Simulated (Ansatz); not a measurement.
Total energies of AlBH₄SeSi, SMILES `[AlH2][B]1[SiH2][Se]1`.

| atom | x (Å) | y (Å) | z (Å) |
| --- | --- | --- | --- |
| Al1 | -1.145 | -1.025 | 1.439 |
| B2 | 0.220 | -0.219 | 0.091 |
| Si3 | 0.718 | 1.081 | -1.291 |
| Se4 | 2.039 | -0.571 | -0.440 |
| H5 | -1.243 | -0.459 | 2.922 |
| H6 | -2.140 | -2.180 | 0.985 |
| H7 | 0.373 | 0.916 | -2.722 |
| H8 | 1.178 | 2.456 | -0.984 |

Charge 0, multiplicity 1. Correlated methods include outer-core shells of Se, which these sets cover unevenly. Scalar relativity is left out up to krypton. The structure was optimised at the PBE0-D4/def2-TZVP level. Basis def2-TZVPP, Ansatz 0.2.0.

RPA on PBE orbitals: Hartree–Fock energy of these orbitals -2957.65699 Eh, correlation -0.97645 Eh (frozen core).

```json
{"functional": "r2SCAN0", "energy without D4 (Eh)": "-2960.63843", "D4 term (kJ/mol)": "-5.7"}
{"functional": "CAM-B3LYP", "energy without D4 (Eh)": "-2960.84483", "D4 term (kJ/mol)": "-18.5"}
```

Task: Give the same for LDA (SPW92), PBE, revPBE, BLYP, r2SCAN, B97M-V, PBE0, B3LYP, r2SCANh, HSE06 (plane-wave form), BHLYP, LC-ωPBE, ωB97X-V, ωB97M-V, B2PLYP, PBE-QIDH. (Best estimate.)

Result: The calculation gave: 
| functional | energy without D4 (Eh) | D4 term (kJ/mol) |
| --- | --- | --- |
| LDA (SPW92) | -2954.79565 | – |
| PBE | -2960.04535 | -20.6 |
| revPBE | -2960.42324 | -49.9 |
| BLYP | -2960.75546 | -43.8 |
| r2SCAN | -2960.65618 | -4.6 |
| B97M-V | -2960.18940 | – |
| PBE0 | -2960.18080 | -17.7 |
| B3LYP | -2960.82203 | -34.0 |
| r2SCANh | -2960.64860 | -5.1 |
| HSE06 (plane-wave form) | -2960.16912 | -16.8 |
| BHLYP | -2960.71021 | -31.3 |
| LC-ωPBE | -2960.20221 | – |
| ωB97X-V | -2960.42393 | – |
| ωB97M-V | -2960.54321 | – |
| B2PLYP | -2960.09164 | – |
| PBE-QIDH | -2959.68257 | – |

B3LYP takes the VWN-RPA correlation (the form of Gaussian; ORCA's B3LYP/G). HSE06 is the plane-wave form, built on full-range PBE exchange. The double hybrids freeze the cores in their second-order part.

LC-ωPBE has ω = 0.4 bohr⁻¹.
